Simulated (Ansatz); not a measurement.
H4P (SMILES [PH4+]) at its CCSD(T)/cc-pV(T+d)Z minimum, average atomic masses, point group Td.
(charge 1, multiplicity 1):
```xyz
5

P      0.000     0.000     0.000
H     -0.739    -0.876    -0.793
H      0.331    -0.627     1.200
H     -0.758     1.140     0.264
H      1.166     0.363    -0.671
```

Correlated levels freeze the cores.

Run with Ansatz (Gaussian orbitals). Values without a source in brackets are computed.

Harmonic frequencies (cm⁻¹): 1007 1007 1007 1145 1145 2532 2584 2584 2584.

Question: Work out the rotational constants, the zero-point energy, and the ideal-gas entropy and heat capacity at 298.15 K and 1 bar (rigid rotor, harmonic oscillator).

Answer: 
Principal moments 5.222, 5.222, 5.222 u Å² give 16.8576/I = 3.228, 3.228, 3.228 cm⁻¹. Zero point: Σω/2 = 7797 cm⁻¹ = 22.29 kcal/mol. Translation R(1.5 ln M + 2.5 ln T − 1.1517) with M = 35.006 u: 153.20 J/(mol K). Rotation with σ = 12: q = 76.0, S = R(ln q + 3/2) = 48.48. Vibration, summed over R(u/(eᵘ − 1) − ln(1 − e⁻ᵘ)) with u = 1.43878ω/T: 1.58, of which the lowest mode gives 0.38. S° = 203.3 J/(mol K); C_p = 4R + 6.70 = 39.96 J/(mol K).

Ansatz is a first-principles code.
